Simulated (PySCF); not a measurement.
## Spin-rotation constants: SMILES Clc1nnc(C2CC2)s1, C₅H₅ClN₂S

Geometry (Å), atoms numbered from 1 in this order:
```xyz
14

Cl    4.221   -1.047   -1.227
C     2.805   -0.306   -0.697
N     2.757    0.855   -0.150
N     1.536    1.234    0.178
C     0.609    0.385   -0.102
C    -0.802    0.605    0.164
C    -1.685   -0.555    0.559
C    -1.838    0.059   -0.789
S     1.230   -1.080   -0.858
H    -0.986    1.567    0.624
H    -1.224   -1.528    0.630
H    -2.442   -0.370    1.304
H    -2.701    0.673   -0.988
H    -1.481   -0.492   -1.646
```

The calculation used GIAO B3LYP/3-21G magnetisability, rotational g tensor and spin-rotation constants, non-relativistic, gas phase in PySCF 2.14.0. Geometry: GFN2-xTB.

Give the nuclear spin-rotation constants along the inertial axes (H = +C I·J) beside the isotropic shieldings.

Rotational constants 3.6819, 0.6793, 0.6003 GHz. A star marks the isotopologue with that one atom substituted, in its own axes.
| atom | isotope | Caa (kHz) | Cbb (kHz) | Ccc (kHz) | mean (kHz) | σ (ppm) |
| --- | --- | --- | --- | --- | --- | --- |
| Cl1 | 35Cl | 0.358 | 0.240 | 0.128 | 0.242 | 766.6 |
| N3 | 14N | 0.943 | 0.126 | 0.043 | 0.371 | -65.9 |
| N4 | 14N | 0.988 | 0.110 | 0.043 | 0.380 | -56.3 |
| H10 | 1H | -0.322 | -0.004 | -0.073 | -0.133 | 30.9 |
| H11 | 1H | -0.305 | -0.045 | -0.052 | -0.134 | 32.0 |
| H12 | 1H | -0.114 | -0.079 | -0.047 | -0.080 | 31.6 |
| H13 | 1H | -0.123 | -0.079 | -0.045 | -0.083 | 31.6 |
| H14 | 1H | -0.300 | -0.044 | -0.054 | -0.132 | 32.1 |
| C2 | 13C* | 1.523 | 0.166 | 0.140 | 0.610 | 63.5 |
| C5 | 13C* | 1.426 | 0.233 | 0.141 | 0.600 | 47.9 |
| C6 | 13C* | 0.297 | 0.098 | 0.062 | 0.152 | 187.6 |
| C7 | 13C* | 0.275 | 0.060 | 0.100 | 0.145 | 187.3 |
| S9 | 33S* | 1.154 | 0.298 | 0.151 | 0.534 | 327.5 |

For the geometry as given, no vibrational averaging.
